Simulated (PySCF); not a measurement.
Compound: C8H13GeN.
Cartesian coordinates in Å at the PBE0-D3(BJ)/def2-SVP level; atoms count from 1:
```
atom  x, y, z in Å
N1    -0.473    3.960   -0.017
C2    -0.169    2.843   -0.107
Ge3    0.325    0.975   -0.254
C4    -1.319   -0.004   -0.617
C5    -2.314   -0.036    0.570
C6    -1.819   -1.457    0.906
C7    -1.177   -1.541   -0.492
C8     1.972    0.602   -1.270
C9     2.496   -0.177   -0.035
C10    1.594    0.341    1.116
H11   -1.721    0.372   -1.572
H12   -2.217    0.734    1.352
H13   -3.357   -0.027    0.219
H14   -1.062   -1.447    1.705
H15   -2.576   -2.212    1.162
H16   -0.171   -1.985   -0.564
H17   -1.823   -2.062   -1.216
H18    2.532    1.530   -1.454
H19    1.911    0.037   -2.210
H20    2.335   -1.258   -0.179
H21    3.575   -0.043    0.150
H22    2.038    1.194    1.649
H23    1.276   -0.406    1.857
```

Theory: PBE0-D3(BJ)/def2-SVP geometry optimisation, gas phase (PySCF 2.14.0).

Masses are those of the commonest isotopes; rigid-rotor values at the optimised geometry. The values belong to one conformer with, in the numbering `[N:1]#[C:2][Ge:3]1([CH:4]2[CH2:5][CH2:6][CH2:7]2)[CH2:8][CH2:9][CH2:10]1`, C2–Ge3–C4–C5 -69°, Ge3–C4–C5–C6 -100°, C4–C5–C6–C7 -16°, C5–C6–C7–C4 16°, C2–Ge3–C8–C9 126°.

Question: What are A, B and C (cm⁻¹)?

Answer: Ia = 386.11, Ib = 526.65, Ic = 759.53 u·Å²; 505379 MHz·u·Å²/I gives 1309, 959.6 and 665.4 MHz, that is A = 0.04366, B = 0.03201, C = 0.02219 cm⁻¹.

Question: Classify the top.

Answer: An asymmetric top; Ray's κ = -0.086.

Question: Is it planar, by Δ = Ic − Ia − Ib?

Answer: Not planar: Δ = Ic − Ia − Ib = -153.23 u·Å². For a rigid frame Δ = −2 Σ m c², so Σ m c² = 76.62 u·Å² lies off the ab plane: 23.10 from hydrogen and 53.52 from heavier atoms. The atom farthest from that plane is 2.02 Å away.

Question: Predict some low-J microwave lines.

Answer: The dipole components are |μa| = 2.76 D, |μb| = 3.37 D, |μc| = 0.46 D. The squared components, which scale the intensities, stand as 0.67 : 1.00 : 0.02 (a : b : c). Some lines, for components of 0.1 D or more:

```json
{"type": "a", "branch": "Q", "J(Ka,Kc)": "3(2,1) ← 3(2,2)", "MHz": "519", "lower level (cm⁻¹)": "0.391"}
{"type": "c", "branch": "Q", "J(Ka,Kc)": "3(2,2) ← 3(1,2)", "MHz": "708", "lower level (cm⁻¹)": "0.368"}
{"type": "b", "branch": "Q", "J(Ka,Kc)": "3(1,2) ← 3(0,3)", "MHz": "1796", "lower level (cm⁻¹)": "0.308"}
{"type": "c", "branch": "Q", "J(Ka,Kc)": "3(3,1) ← 3(2,1)", "MHz": "2030", "lower level (cm⁻¹)": "0.409"}
{"type": "b", "branch": "Q", "J(Ka,Kc)": "3(2,2) ← 3(1,3)", "MHz": "2438", "lower level (cm⁻¹)": "0.310"}
{"type": "b", "branch": "R", "J(Ka,Kc)": "2(1,2) ← 1(0,1)", "MHz": "3305", "lower level (cm⁻¹)": "0.054"}
{"type": "b", "branch": "R", "J(Ka,Kc)": "3(1,2) ← 2(2,1)", "MHz": "4167", "lower level (cm⁻¹)": "0.229"}
{"type": "c", "branch": "R", "J(Ka,Kc)": "2(1,1) ← 1(0,1)", "MHz": "4188", "lower level (cm⁻¹)": "0.054"}
{"type": "b", "branch": "R", "J(Ka,Kc)": "3(0,3) ← 2(1,2)", "MHz": "4301", "lower level (cm⁻¹)": "0.164"}
{"type": "a", "branch": "R", "J(Ka,Kc)": "3(1,3) ← 2(1,2)", "MHz": "4368", "lower level (cm⁻¹)": "0.164"}
{"type": "a", "branch": "R", "J(Ka,Kc)": "3(0,3) ← 2(0,2)", "MHz": "4480", "lower level (cm⁻¹)": "0.159"}
{"type": "b", "branch": "R", "J(Ka,Kc)": "2(2,0) ← 1(1,1)", "MHz": "5009", "lower level (cm⁻¹)": "0.066"}
{"type": "a", "branch": "R", "J(Ka,Kc)": "3(1,2) ← 2(1,1)", "MHz": "5215", "lower level (cm⁻¹)": "0.194"}
{"type": "c", "branch": "R", "J(Ka,Kc)": "3(1,2) ← 2(0,2)", "MHz": "6275", "lower level (cm⁻¹)": "0.159"}
{"type": "b", "branch": "R", "J(Ka,Kc)": "3(3,1) ← 2(2,0)", "MHz": "7300", "lower level (cm⁻¹)": "0.233"}
{"type": "c", "branch": "R", "J(Ka,Kc)": "3(3,1) ← 2(2,1)", "MHz": "7423", "lower level (cm⁻¹)": "0.229"}
{"type": "b", "branch": "R", "J(Ka,Kc)": "3(3,0) ← 2(2,1)", "MHz": "7459", "lower level (cm⁻¹)": "0.229"}
```

Whether it is a minimum is left open (no frequencies). No vibrational averaging or centrifugal distortion is included, and the geometry carries the error of its method. Quadrupole hyperfine structure (14N) is left out.
